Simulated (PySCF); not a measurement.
## Frontier levels across methods

Species: C4H8OSi.
Z-matrix (Å and degrees, PBE0-D3(BJ)/def2-SVP geometry), rows numbered from 1:
```
C 
C   1  1.3371
C   2  1.4635  1  124.03
C   3  1.3462  2  122.27  1   179.89
O   3  1.3540  2  113.85  1    -0.14
Si  5  1.6800  3  127.20  2   178.86
H   1  1.0925  2  120.51  3     0.01
H   1  1.0921  2  121.25  3   179.99
H   2  1.0939  1  120.59  3  -180.00
H   4  1.0925  3  122.70  2   179.94
H   4  1.0899  3  119.79  2    -0.06
H   6  1.4927  5  110.53  3    61.51
H   6  1.4858  5  104.99  3  -179.13
H   6  1.4927  5  110.45  3   -59.66
```

Basis pcSseg-1 throughout (PySCF), one geometry. Isolated species at its PBE0-D3(BJ)/def2-SVP geometry (one conformer only).

Task: How do the orbital energies, the gap and the dipole change with the method?

Result: 
```tsv
method	kind	HOMO (eV)	LUMO (eV)	gap (eV)	μ (D)	SCF cycles
BLYP	GGA	-5.40	-1.54	3.86	0.55	16
OPBE	GGA	-5.52	-1.60	3.92	0.55	17
PBE	GGA	-5.57	-1.70	3.88	0.55	17
BP86	GGA	-5.68	-1.80	3.88	0.54	17
LDA	LDA	-5.77	-1.92	3.85	0.61	16
PBE0	global hybrid	-6.60	-0.77	5.84	0.53	14
HF	Hartree–Fock	-8.74	3.03	11.77	0.40	11
```

The HOMO spans 3.34 eV, from BLYP down to HF, and the gap runs from 3.85 eV (LDA) to 11.77 eV (HF). Over the methods BLYP (0 %), OPBE (0 %), PBE (0 %), BP86 (0 %), LDA (0 %), PBE0 (25 %), HF (100 %), a straight line through the gap against the share of exact exchange rises by 0.79 eV for each 10 % (correlation coefficient 1.000). The dipole ranges from 0.40 D (HF) to 0.61 D (LDA). This basis has no diffuse functions.

The vertical ΔSCF ionisation energy at wB97X-D/def2-SVPD is 8.54 eV; −ε(HOMO) comes closest to it with HF (8.74 eV).
